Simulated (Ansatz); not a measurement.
Geometry optimisation, Ansatz 0.2.0, RKS PBE-D4/6-31G*.

input.yaml

```yaml
crystal:
  periodic: [false, false, false]
  atoms:
    - { symbol: B, position_ang: [0.17188, -0.547764, -0.409872] }
    - { symbol: H, position_ang: [-0.006943, 0.143573, 1.881519] }
    - { symbol: Cl, position_ang: [1.605598, 0.394727, -0.815948] }
    - { symbol: F, position_ang: [-1.043177, -0.021424, -0.596594] }
    - { symbol: O, position_ang: [0.338703, -1.843592, 0.042796] }
    - { symbol: H, position_ang: [-0.534814, -2.255304, 0.198448] }
    - { symbol: H, position_ang: [0.213853, -0.531216, 1.830451] }
basis:
  gaussian: { orbitals: "6-31G*" }
hamiltonian:
  xc: pbe
  dispersion: d4
relax:
  f_tol: 0.03
  max_steps: 50
output:
  orbitals: {}
```

Run as:

```bash
$ ansatz run input.yaml --threads 1 --pin off --max-ram 2048MiB --backend cpu --events-out ev --progress --plain --runs-dir out
```

Question: Where does it end, and by what steps?

Answer: The run converged. The force dipped under the threshold on the way, but the program's further checks kept it going. After 26 steps the energy has fallen by 0.206 eV; H2 moved furthest, 1.21 Å.

```tsv
step	energy less start (eV)	largest force component (eV/Å)	accepted
0	0.0000	1.568	yes
1	-0.1301	0.471	yes
2	-0.1635	0.562	yes
3	-0.1889	0.223	yes
4	-0.1914	0.188	yes
5	-0.1919	0.089	yes
6	-0.1930	0.071	yes
7	-0.1948	0.017	yes
8	-0.1955	0.045	yes
9	-0.1917	0.443	no
10	-0.1963	0.093	yes
11	-0.1932	0.292	no
12	-0.1979	0.039	yes
13	-0.1988	0.106	yes
14	-0.1994	0.159	yes
15	-0.2004	0.111	yes
16	-0.2016	0.140	yes
17	-0.2005	0.289	no
18	-0.2030	0.091	yes
19	-0.2037	0.067	yes
20	-0.2042	0.110	yes
21	-0.2046	0.062	yes
22	-0.2050	0.055	yes
23	-0.2051	0.090	yes
24	-0.2053	0.054	yes
25	-0.2054	0.041	yes
26	-0.2055	0.022	yes
```

```xyz
7
Properties=species:S:1:pos:R:3
B 0.199 -0.599 -0.881
H -0.071 -0.113 3.066
Cl 1.637 0.242 -1.460
F -1.000 -0.278 -1.387
O 0.338 -1.561 0.070
H -0.533 -1.944 0.303
H 0.175 -0.410 2.421
```

Time of the run: 49 s on 1 thread of Arm Neoverse V2, with other jobs on the host, peak memory 0.15 GiB.
